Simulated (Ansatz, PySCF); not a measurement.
Process, species as SMILES: C[CH]CCCO -> CC(C)[CH]CO
Geometries: B3LYP-D3(BJ)/def2-TZVP minima from Ansatz (a quantum-chemistry and plane-wave program), one conformer each, not searched for the lowest.

Quantity: isomerisation energy (enthalpy at 298 K, with B3LYP-D3(BJ) rigid-rotor harmonic-oscillator terms from PySCF), in kcal/mol. Cores are frozen in the correlated levels unless marked. UHF or UKS for open shells. No spin-orbit coupling. Non-relativistic. CBS(X,Y): correlation extrapolated as X^-3; Hartree-Fock from the larger set. [CCSD(T)-MP2]/basis is that difference in the basis named.

| level | program | isomerisation energy (kcal/mol) |
|---|---|---|
| revPBE-D3(BJ)/def2-TZVPD | Ansatz + dftd3 | 0.2 |
| B3LYP-D3(BJ)/def2-TZVPD | Ansatz + dftd3 | 0.1 |
| PBE0/6-31G* | Ansatz | 1.0 |
| BHLYP-D3(BJ)/def2-TZVPD | Ansatz + dftd3 | 0.1 |

Estimate the value at RI-MP2/CBS(cc-pVTZ,cc-pVQZ)+[CCSD(T)-MP2]/cc-pVTZ as computed with Ansatz.

-0.3 kcal/mol
